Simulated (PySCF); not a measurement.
PbHF, SMILES [F][PbH] (connectivity only; charge and spin as stated), neutral, multiplicity 1.

Geometry: B3LYP-D3(BJ)/def2-TZVP. The def2 effective core potentials stand for the cores of Pb; spin–orbit coupling is left out.

Level of theory: PBE0/def2-TZVPD (PySCF).

Symmetry labels are those of the subgroup Cs that the program uses (full group Cs).

Computed valence orbital energies around the gap with their symmetry:
```
orbital  symmetry  energy (eV)
-------  --------  -----------
HOMO−7         A"       -24.00
HOMO−6         A'       -23.75
HOMO−5         A'       -23.73
HOMO−4         A'       -14.46
HOMO−3         A'       -10.05
HOMO−2         A"        -9.92
HOMO−1         A'        -9.79
HOMO           A'        -7.18
LUMO           A"        -2.91
LUMO+1         A'        -0.92
LUMO+2         A'        -0.03
LUMO+3         A'         0.97
```
